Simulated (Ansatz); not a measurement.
A search over several starts for the lowest SCF solution of CH6GeS⁺, that is Ge(SMe)H3 with one electron fewer at the given spin, in a small basis.

```yaml
crystal:
  periodic: [false, false, false]
  atoms:
    - {symbol: Ge, position_ang: [-0.381158, 0.848200, -1.233615]}
    - {symbol: S, position_ang: [-0.461943, 0.795446, 1.001882]}
    - {symbol: C, position_ang: [0.363659, -0.817977, 1.294103]}
    - {symbol: H, position_ang: [-0.201073, -1.655571, 0.838622]}
    - {symbol: H, position_ang: [0.385936, -0.962122, 2.391316]}
    - {symbol: H, position_ang: [1.405300, -0.821229, 0.916102]}
    - {symbol: H, position_ang: [1.093382, 0.837614, -1.727765]}
    - {symbol: H, position_ang: [-1.086100, 2.160700, -1.651674]}
    - {symbol: H, position_ang: [-1.118002, -0.385062, -1.828981]}
basis:
  gaussian: {orbitals: def2-SVP}
total_charge: 1
magnetization: {spin_polarized: true, initial_magnetization: 1}
hamiltonian: {xc: pbe0, dispersion: d4}
output: {orbitals: {seedname: orbitals}}
```

```sh
$ ansatz run in.yaml --threads 2 --pin off --events-out ev --progress --plain --max-ram 4352MiB
```

It prints (some lines left out):

```
Functional definition: PBE0
  name "PBE0"
  cite "Adamo & Barone, J. Chem. Phys. 110, 6158 (1999) doi:10.1063/1.478522"
  cite "Perdew, Burke & Ernzerhof, Phys. Rev. Lett. 77, 3865 (1996) doi:10.1103/PhysRevLett.77.3865"
  parent pbe
  parameter a = 0.25
  parameter kappa = 0.804
  parameter beta = 0.06672455060314922
  exchange = (1 - a)*pbe_x(kappa = kappa, mu = beta*pi^2/3) + a*exact_x
  correlation = pbe_c(beta = beta)
930 factors; integrals over basis functions are off by at most 1.4e-3 eV
mean field evaluation 1: about -68450.6675 eV, gradient 3.4e1 eV
mean field evaluation 2: about -68446.0486 eV, gradient 4.1e1 eV
mean field evaluation 4: about -68456.0718 eV, gradient 1.9e0 eV
mean field evaluation 8: about -68456.2081 eV, gradient 1.9e-1 eV
mean field evaluation 16: about -68456.2085 eV, gradient 3.1e-4 eV
mean field -68456.20847041 eV, -2515.7192600029 hartree, gradient 4.7e-5 eV, S^2 0.754732; 0 other end points of the search recorded, 0 dependent functions left out
reference -68456.20849427 eV, -2515.7192608798 hartree; 30, 29 occupied and 64, 65 virtual orbitals, 930 factors
Total energy: -68456.33258935 eV, -2515.7238212899 hartree
```

It took 1.3 s on 2 threads of AMD EPYC 9R45 on a shared host.
